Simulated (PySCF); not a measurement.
A structure optimised at B3LYP-D3(BJ)/def2-SVP, used in a PySCF frequency run:

```
Si
Si 1 2.3386
H 2 1.4925 1 109.70
H 2 1.4934 3 108.83 1 120.98
H 2 1.4934 3 108.83 4 118.03
Si 1 2.3425 2 114.63 3 180.00
H 6 1.4934 1 111.24 2 60.57
H 6 1.4934 7 108.55 1 122.71
H 6 1.4947 7 108.48 8 117.69
Si 1 2.3701 2 120.68 3 45.21
H 10 1.4937 1 111.50 2 -23.45
H 10 1.4938 11 108.63 1 -134.18
C 10 1.9145 11 110.98 12 -127.71
H 13 1.1010 10 116.63 11 35.22
H 13 1.1040 14 108.04 10 -122.29
Si 13 1.9145 14 116.63 15 -122.29
H 16 1.4937 13 110.98 14 -35.22
H 16 1.4938 17 108.63 13 -127.71
```
Charge 0, spin multiplicity 1.

**Question.** Write its SMILES, formula and point group.

**Answer.** [SiH3][Si]1([SiH3])[SiH2]C[SiH2]1, CH12Si5, Cs

**Question.** What are its rotational constants (standard atomic weights)?

**Answer.** 1.2616, 0.88162, 0.73836 GHz
